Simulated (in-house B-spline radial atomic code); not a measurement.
Configurations of Bi7+, with energies counted from [Xe] 4f14 5d8. Computed with a radial B-spline atomic code at the basis-set limit: Dirac-Hartree-Fock, average of configuration, Fermi nucleus of rms radius 5.5211 fm. Energies include first-order Breit, QED and recoil terms.

Occupations are held fixed; configurations that lie above the ionisation limit could autoionise.

```tsv
configuration	E - E(ref) (eV)	highest orbital	its <r> (bohr)
[Xe] 4f14 5d7 7p1	79.073	7p3/2	3.592
[Xe] 4f14 5d7 5g1	89.324	5g7/2	3.313
[Xe] 4f14 5d7 6g1	100	6g7/2	5.301
[Xe] 4f14 5d7 9p1	103.41	9p3/2	7.693
[Xe] 4f13 5d8 6s1	168.91	6s1/2	1.753
[Kr] 4d10 4f14 5s2 5p5 5d8 6g1	181.5	6g7/2	5.288
[Kr] 4d10 4f14 5s2 5p5 5d8 8g1	192.3	8g7/2	10.43
[Xe] 4f13 5d8 7g1	247.92	7g7/2	7.669
```

Q: Order these further configurations by energy, lowest first.
A. [Xe] 4f13 5d8 8g1
B. [Xe] 4f14 5d7 9s1
C. [Xe] 4f13 5d8 7s1
D. [Kr] 4d10 4f14 5s2 5p5 5d8 7s1
E. [Xe] 4f13 5d8 7p1

A: B (101.22 eV), D (153.42 eV), C (213.06 eV), E (220.17 eV), A (252.18 eV).

Q: How far above the reference does [Xe] 4f14 5d7 8s1 lie?

A: 90.998 eV; its least bound orbital is 8s1/2 with <r> = 4.897 bohr.

Q: How far above the reference does [Kr] 4d10 4f14 5s2 5p5 5d8 7f1 lie?

A: 180 eV; its least bound orbital is 7f7/2 with <r> = 5.518 bohr.

Q: How far above the reference does [Kr] 4d10 4f14 5s2 5p5 5d8 5f1 lie?

A: 143.16 eV; its least bound orbital is 5f7/2 with <r> = 1.776 bohr.
